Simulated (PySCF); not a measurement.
## Electron correlation in Ti (titanium, neutral)

[Ar] 3d2 4s2, high-spin 3F determinant. All numbers are calculated (PySCF 2.14, the non-relativistic Hamiltonian (point nucleus), in def2-TZVP). Frozen: [Ar]; 4 electrons correlated.

MP2 pair energies summed by pair of shells (mhartree):

```json
{"pair": "4s-4s", "energy": "-19.33", "share (%)": "56.3"}
{"pair": "3d-4s", "energy": "-11.09", "share (%)": "32.3"}
{"pair": "3d-3d", "energy": "-3.91", "share (%)": "11.4"}
```

Total MP2 correlation energy: -34.34 mhartree.

Same-spin part -8.41 and opposite-spin part -25.92 mhartree; SCS-MP2 scales them by 1/3 and 6/5 to -33.91 mhartree.
